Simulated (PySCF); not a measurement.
C3H4BFO, SMILES C=C=CB(O)F.

Coordinates come from a B3LYP-D3(BJ)/def2-SVP optimisation. This is a generated structure with no PubChem entry under its InChIKey; it may be hypothetical. One conformer was computed; it need not be the lowest.

The numbers are results of PySCF with ωB97X/def2-TZVP, not measurements.

Symmetry labels are those of the subgroup Cs that the program uses (full group Cs).

Computed valence orbital energies around the gap with their symmetry:
| orbital | symmetry | energy (eV) |
|---|---|---|
| HOMO−7 | A" | -15.55 |
| HOMO−6 | A' | -15.45 |
| HOMO−5 | A" | -15.28 |
| HOMO−4 | A' | -14.02 |
| HOMO−3 | A' | -12.98 |
| HOMO−2 | A" | -12.94 |
| HOMO−1 | A" | -10.46 |
| HOMO | A' | -10.22 |
| LUMO | A" | 1.24 |
| LUMO+1 | A' | 2.24 |
| LUMO+2 | A' | 2.76 |
| LUMO+3 | A' | 3.77 |
